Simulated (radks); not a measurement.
The numbers below are computed, except where a source is named.
Question: Species: Si V. Configuration: [Ne]. Level of theory: non-relativistic Kohn-Sham, XLYP, spin-unpolarised, spherical densities, point nucleus (a radial shooting solver on a logarithmic mesh with Libxc functionals). Some entries of the table are withheld. Estimate them.

| orbital | occ. | eigenvalue (eV) | r(max) (bohr) | <r^2> (bohr^2) |
|---|---|---|---|---|
| 1s | 2 | (1) | (2) | 0.01676 |
| 2s | 2 | -191.6034 | (3) | (4) |
| 2p | 6 | -148.6560 | (5) | (6) |

Answer: 
(1) 1s eigenvalue (eV): -1838.285
(2) 1s r(max) (bohr): 0.07295
(3) 2s r(max) (bohr): 0.4547
(4) 2s <r^2> (bohr^2): 0.3827
(5) 2p r(max) (bohr): 0.3859
(6) 2p <r^2> (bohr^2): 0.3554
